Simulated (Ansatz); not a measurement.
Cost and result for the atomization energy of `C=N[CH](O)[GeH3]` (12 atoms, 11 bonds).

```tsv
atom	x (Å)	y (Å)	z (Å)
C1	-1.1998	-0.9012	-1.3864
N2	-0.0440	-0.8405	-0.8882
C3	0.4400	0.4029	-0.3747
O4	1.8103	0.5480	-0.6512
Ge5	0.1241	0.4301	1.6013
H6	-1.8630	-0.0317	-1.4808
H7	-1.5747	-1.8587	-1.7437
H8	-0.0576	1.2740	-0.8225
H9	2.2052	-0.3248	-0.5466
H10	0.9149	-0.7289	2.2288
H11	-1.3778	0.2609	1.8988
H12	0.6225	1.7699	2.1651
```

The species carries charge 0 and has multiplicity 1. Correlated methods include outer-core shells of Ge, which these sets cover unevenly. Scalar relativity is left out up to krypton. The geometry is a stationary point of PBE0-D4/def2-TZVP. It is one conformer, not always the lowest. Program: Ansatz. All runs use 4 threads of an Intel Xeon Platinum 8488C on a shared host. Times are those of one run each, without the atoms' runs, and a repeat can differ threefold. Electronic energies, without spin–orbit coupling; frozen cores. CCSD(T)/CBS adds CCSD(T) − MP2 in def2-TZVPP to the MP2 limit, and its time is that of the two runs behind it. T1 = 0.012. With those shells the extrapolation isn't a true limit. HSE06 is the plane-wave form, built on full-range PBE exchange.

CCSD(T)/CBS is a level of theory with its own doubt, some kJ/mol a heavy atom from the limit and from the frozen cores, so smaller differences don't rank the functionals.

| level | functions | atomization (kcal/mol) | difference from CCSD(T)/CBS | per bond |
| --- | --- | --- | --- | --- |
| BHLYP-D4/def2-TZVPP | 270 | 970.8 | -38.3 | -3.5 |
| CCSD(T)/def2-SVP | 123 | 950.0 | -59.1 | -5.4 |
| PBE-QIDH/def2-TZVPP | 270 | 996.7 | -12.4 | -1.1 |
| LDA (SPW92)/def2-TZVPP | 270 | 1172.0 | 162.9 | 14.8 |
| PBE-D4/def2-TZVPP (with forces) | 270 | 1032.7 | 23.6 | 2.1 |
| HSE06-D4/def2-TZVPP | 270 | 1008.3 | -0.8 | -0.1 |
| B2PLYP/def2-TZVPP | 270 | 996.2 | -12.9 | -1.2 |
| BLYP-D4/def2-TZVPP | 270 | 1011.3 | 2.2 | 0.2 |
| r2SCANh-D4/def2-TZVPP | 270 | 999.4 | -9.7 | -0.9 |
| CCSD(T)/CBS(def2) | – | 1009.1 | 0.0 | 0.0 |
| MP2/def2-QZVPP | 527 | 1010.6 | 1.5 | 0.1 |
| r2SCAN-D4/def2-TZVPP (with forces) | 270 | 1007.8 | -1.3 | -0.1 |
| CCSD(T)/def2-TZVPP | 270 | 982.7 | -26.4 | -2.4 |

Question: Order the runs by time, with rough figures. (Best estimate.)

Answer: Computed: LDA (SPW92)/def2-TZVPP 1.1 s; BLYP-D4/def2-TZVPP 1.8 s; PBE-D4/def2-TZVPP (with forces) 2.2 s; BHLYP-D4/def2-TZVPP 2.9 s; HSE06-D4/def2-TZVPP 3.1 s; r2SCAN-D4/def2-TZVPP (with forces) 3.4 s; r2SCANh-D4/def2-TZVPP 4.2 s; B2PLYP/def2-TZVPP 6 s; PBE-QIDH/def2-TZVPP 6 s; CCSD(T)/def2-SVP 8.5 s; MP2/def2-QZVPP 33 s; CCSD(T)/def2-TZVPP 3.2 min; CCSD(T)/CBS(def2) 3.7 min.

From PBE to PBE0 (25 % exact exchange), in def2-TZVPP and without D4, the atomization energy moves by −24.2 kcal/mol: exact exchange takes away binding that semilocal exchange gives to molecules. Leaving LDA and LC-ωPBE aside and taking each functional with its dispersion term where it has one, the values spread over 61.9 kcal/mol, from BHLYP-D4 to PBE-D4. LDA lies +145.0 kcal/mol from PBE without D4, its usual overbinding. The D4 term adds +9.2 kcal/mol with B3LYP and +4.8 kcal/mol with PBE0; it sums over pairs of atoms, weighted by their polarisabilities, and B3LYP, whose exchange is more repulsive, gets the larger term.

B3LYP here is the variant with VWN-RPA as its local correlation; programs differ in this.

For some Ge, Se and Sn compounds the MP2-based and the directly extrapolated limit differ by 10 to 25 kJ/mol.
